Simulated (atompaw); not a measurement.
**Scattering properties, PAW (atompaw) potential for zirconium (Zr)**

```json
{
 "Element": "zirconium (Zr)",
 "Generator": "atompaw 4.2.0.5",
 "Type": "PAW",
 "Functional": "PBE",
 "Relativity": "scalar-relativistic",
 "Frozen core": "[Ar] 3d10 4s2",
 "Valence charge": "10",
 "Reference configuration": "4p6 4d2 5s1 5p0 (charge +1)",
 "Partial waves": "5s (bound): rc 3.00 bohr; 5s channel at 0.85 Ry: rc 3.00 bohr; 4p (bound): rc 1.80 bohr; 5p (bound, empty): rc 2.10 bohr; 4d (bound): rc 2.00 bohr; 4d channel at 3.6 Ry: rc 3.00 bohr",
 "Local potential": "bessel scheme, radius 2.60 bohr",
 "Core correction": "smooth core density matched at 1.70 bohr",
 "Augmentation charge": "besselshape compensation charge, radius 2.55 bohr; PAW radius 3.00 bohr; waves and projectors: custom polynom gramschmidtortho"
}
```

The phase is arctan(r·u′/u) with u = r·R(r), unwrapped; energies in Ry, scanned from -5 to 5 Ry. A pole is an energy at which the radial function vanishes at the test radius. The pseudo phase is shifted by a multiple of π to meet the all-electron one at the reference energy, and phase errors are pseudo minus all-electron; the curves can meet again beyond the range given. Levels narrower than the energy grid can be missing from the lists of poles.

| channel | radius (bohr) | reference energy (Ry) | poles, all-electron | poles, pseudo | unbroken range about the reference energy with phases within 0.05 rad | phase error 1 Ry above the reference energy (rad) |
| --- | --- | --- | --- | --- | --- | --- |
| s | 3.02 | -0.73 | -4.48, 1.18 | 1.19 | -4.4 to 3.3 | -0.001 |
| p | 3.02 | -0.46 | -2.82, 2.17 | -2.82, 2.29 | below 3.8 | +0.006 |
| d | 3.02 | -0.73 | -0.36, 4.05 | -0.36, 4.06 | below 1.4 | +0.004 |

Phases in the p channel:

| E (Ry) | all-electron | pseudo |
| --- | --- | --- |
| -5.00 | 1.401 | 1.401 |
| -4.52 | 1.388 | 1.388 |
| -4.04 | 1.370 | 1.370 |
| -3.56 | 1.339 | 1.339 |
| -3.08 | 1.205 | 1.205 |
| -2.60 | -1.734 | -1.734 |
| -2.12 | -1.812 | -1.811 |
| -1.64 | -1.875 | -1.875 |
| -1.16 | -1.971 | -1.971 |
| -0.68 | -2.173 | -2.173 |
| -0.20 | -2.799 | -2.798 |
| 0.28 | -3.972 | -3.966 |
| 0.76 | -4.415 | -4.409 |
| 1.24 | -4.575 | -4.568 |
| 1.72 | -4.659 | -4.650 |
| 2.20 | -4.715 | -4.704 |
| 2.68 | -4.761 | -4.745 |
| 3.16 | -4.806 | -4.781 |
| 3.64 | -4.858 | -4.818 |
| 4.12 | -4.933 | -4.861 |
| 4.60 | -5.072 | -4.917 |
